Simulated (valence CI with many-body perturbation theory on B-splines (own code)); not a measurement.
Valence orbitals of Eu49+

Calculated by valence CI with perturbative core correlation (CI+MBPT): four valence electrons over a frozen Dirac-Fock core [Ne], a basis of 11 s, 11 p, 10 d, 8 f, 5 g, 2 h functions for each j, with the one-electron correlation potential Σ1, the two-electron term Σ2, the three-electron term Σ3, Breit, model QED; selected CI, second order for the rest, scaled by the run's own slope (own B-spline code, finite nucleus).

The last digits are not significant, and no measured levels were compared; by estimate large intervals hold to a few tenths of a per cent, small ones and those within an open d or f shell to about a per cent. Among the levels kept, up to 590 cm⁻¹ of a level comes from second order outside the variational space, and about a tenth of that is noise between levels of different J, which matters for small intervals.

These are the spectroscopic orbitals of the CI (the correlating ones are not listed), shaped by the core and the other valence electrons. h is the expectation value of the core's Dirac-Fock operator, without the valence repulsion; Σ1 is computed up to l = 3 at one energy for each symmetry, that of its lowest orbital but kept below the first core excitation, so for empty shells it is not the orbital's own correlation shift; Breit and QED include the response of the core.

```tsv
Orbital	h (hartree)	Σ1 (cm⁻¹)	Breit (cm⁻¹)	QED (cm⁻¹)	⟨r⟩ (bohr)
3s1/2	-177.98	-6931	26311	21223	0.2267
4s1/2	-96.852	-2324	10186	8478	0.4199
5s1/2	-60.758	-1064	4865	4140	0.6748
6s1/2	-41.635	-581	2722	2332	0.9891
7s1/2	-30.298	-353	1676	1441	1.363
8s1/2	-23.031	-231	1105	952	1.797
3p1/2	-173.35	-8962	44038	466	0.2142
4p1/2	-94.923	-2947	17128	201	0.4110
5p1/2	-59.789	-1356	8312	102	0.6685
6p1/2	-41.081	-743	4677	58.9	0.9856
7p1/2	-29.953	-452	2890	36.9	1.363
8p1/2	-22.801	-296	1911	24.6	1.799
3p3/2	-166.82	-7937	25424	2488	0.2237
4p3/2	-92.255	-2697	9862	1005	0.4238
5p3/2	-58.449	-1258	5157	500	0.6845
6p3/2	-40.316	-694	2910	285	1.005
7p3/2	-29.475	-425	1802	177	1.385
8p3/2	-22.483	-279	1194	118	1.825
3d3/2	-161.13	-9787	20366	-664	0.1923
4d3/2	-90.076	-2729	7308	-219	0.3969
5d3/2	-57.38	-1216	3473	-101	0.6611
6d3/2	-39.711	-659	1936	-55.6	0.9850
7d3/2	-29.099	-400	1191	-33.9	1.369
3d5/2	-159.61	-8890	9763	186	0.1952
4d5/2	-89.421	-2470	3467	124	0.4005
5d5/2	-57.043	-1102	1687	71.1	0.6655
6d5/2	-39.516	-599	943	43.2	0.9902
7d5/2	-28.977	-364	582	27.9	1.375
4f5/2	-88.244	-2365	721	-108	0.3499
5f5/2	-56.457	-1148	491	-57.9	0.6175
6f5/2	-39.182	-646	308	-34.1	0.9446
7f5/2	-28.769	-400	205	-21.6	1.332
4f7/2	-87.966	-2267	197	44.7	0.3517
5f7/2	-56.313	-1096	134	20.2	0.6196
6f7/2	-39.099	-616	80.8	11.1	0.9470
7f7/2	-28.717	-382	53.8	6.8	1.334
5g7/2	-56.193		16.0	-25.1	0.5455
6g7/2	-39.029		15.9	-14.9	0.8736
7g7/2	-28.672		12.5	-9.5	1.262
5g9/2	-56.109		2.8	18.8	0.5467
6g9/2	-38.981		2.7	10.7	0.8750
7g9/2	-28.641		2.1	6.6	1.264
6h9/2	-38.963				0.7774
6h11/2	-38.931				0.7784
```

Among the shells of the start configuration 3s2 3p2, Σ1 is largest in size for 3p1/2, where it is 0.024 % of h.

Lowest root of each symmetry, sizes in configuration state functions:

```tsv
J	Parity	Roots	Reference	Variational	Second order	Change by selected CI (cm⁻¹)	Change by second order (cm⁻¹)
0	even	13	61	22368	59208	-9805	0
1	even	18	125	31998	149620	-8482	-44
2	even	26	164	31997	232615	-9356	-183
3	even	16	123	31996	268468	-10961	-184
4	even	11	79	32000	260814	-10724	-232
5	even	3	28	31992	144105	-10882	-38
0	odd	10	54	23968	47595	-9088	-1
1	odd	25	143	31998	149926	-9827	-110
2	odd	29	174	32000	232194	-7727	-206
3	odd	22	147	31998	268626	-10029	-262
4	odd	13	91	31997	260473	-9278	-230
5	odd	5	40	31989	183639	-14727	-105
6	odd	2	12	22849	82373	-10883	-17
```
